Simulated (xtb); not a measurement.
xtb input:

```bash
xtb mol.xyz --gfn 1 --sp --chrg 1 --uhf 0
```
mol.xyz:
```
3

O     -0.00000000    -0.00000000    -1.28366142
Ge     0.00000000     0.00000000     0.39126637
H     -0.00000000    -0.00000000    -2.25123244
```

**Question.** What final total energy does it print?

**Answer.** -6.41936 Eh (GFN1-xTB).

It need not be the lowest isomer of its formula.
